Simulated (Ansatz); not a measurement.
Consider the ligand exchange at the In–Br bond: `[OH][In]([SH])[Br]` + CH₃OH → `C[O][In]([OH])[SH]` + HBr.

Computed with Ansatz on PBE0-D4/def2-TZVP structures; ΔE is electronic, products minus reactants. CCSD(T)/CBS adds triple-zeta CCSD(T) − MP2 to the extrapolated MP2 energy (def2 sets, frozen cores). This one scheme is used for every species. Functionals use def2-TZVPP. Elements past krypton have def2 core potentials. For Br, In outer-core shells are correlated without core-valence functions, which leaves a few kJ/mol of doubt a bond. Scalar relativity is left out up to krypton. Each species was taken in one conformer, which may not be the lowest.

```
             level  ΔE (kJ/mol)
            PBE-D4        113.1
         r2SCAN-D4        116.9
           PBE0-D4        123.9
     HF/def2-TZVPP        139.0
    MP2/def2-TZVPP        115.0
SCS-MP2/def2-TZVPP        113.4
    MP2/def2-QZVPP        115.9
      HF/CBS(def2)        137.2
```

(1) What does CCSD(T)/CBS give? (An estimate is asked.)

Largest T1 diagnostic among the species: 0.016.

Answers

(1) Ansatz gave: +114.7 kJ/mol. The listed levels differ from it by -1.6, 2.2, 9.2, 24.3, 0.3, -1.3, 1.2, 22.5 kJ/mol.

In def2-TZVPP, CCSD(T) changes the Hartree–Fock value by −26.8 kJ/mol (the triples alone add −3.7 kJ/mol) and MP2 by −24.0 kJ/mol. From PBE to PBE0 (25 % exact exchange), in def2-TZVPP and without D4, ΔE moves by +10.5 kJ/mol.
